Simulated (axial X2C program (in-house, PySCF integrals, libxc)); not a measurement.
# CrSn: cheaper levels and CCSD(T), two-component

Computed with an in-house relativistic program for diatomic molecules. Two-component (2c) means X2C with spin–orbit coupling and atomic mean-field two-electron Coulomb and Gaunt terms. Basis: Sn dyall-cv3z [11s12p9d4f1g], Cr dyall-cv3z [9s10p6d3f2g] (cores contracted in-house); Gaussian nuclei, density fitting, unrestricted open shells. Masses: Sn 119.902 u, Cr 51.941 u.

State: Ω = 3 (⟨Sz⟩ = 2.10, ⟨Lz⟩ = 0.90 at HF); fragments Sn + Cr.

| level | Re (Å) | ωe (cm⁻¹) |
| --- | --- | --- |
| PBE0 | 2.713 | 179.4 |
| CCSD | 2.757 | 173.7 |
| M06 | 2.652 | 204.9 |

Correlated methods: 10 electrons correlated (number of frozen shells: Sn 4 s, 3 p, 2 d; Cr 3 s, 2 p), 324 virtual spin orbitals or spinors in MP2, 90 natural virtuals in coupled cluster.

CCSD(T), same Hamiltonian and basis:

Re = 2.727 Å, ωe = 183.3 cm⁻¹; T1 = 0.042 (Lee–Taylor normalisation).

Task: Give the differences from CCSD(T) in the columns below.

Result: 

```csv
level,ΔRe (Å),Δωe (cm⁻¹)
PBE0,-0.014,-3.9
CCSD,0.030,-9.6
M06,-0.075,21.6
```

Occupations by symmetry block were frozen at the best pattern of an incomplete PBE0 search. De is not given where an atomic determinant may have missed its ground term or J level, or where the truncated virtual space spoils (T). Density functionals use the spin component along the axis (collinear). CCSD and (T) use frozen natural virtuals with an MP2 correction for the truncation; (T) itself is uncorrected, so its De runs slightly low. PBE0 can misorder states that lie within some tenths of an eV, so this need not be the ground state of the molecule. The nearest other 2c determinant of the search, Ω = 2, lies 0.21 eV up at the distance of the search. The functionals have no current-density term, which raises determinants with orbital currents, atoms included. With several unpaired electrons one determinant need not be a pure state. Open-shell Ω = 0 determinants with evenly filled partner blocks cannot be reached by this program, so the Ω shown need not be the lowest component. The determinant is spin-polarised beyond a pure state at some levels (its spin-free form has ⟨S²⟩ too high), which makes Re and μ there less reliable. The T1 diagnostic is large, a sign of multireference character. With the outer-core shells frozen, correlated bond lengths of heavy atoms tend to come out a few hundredths of an ångström too long.
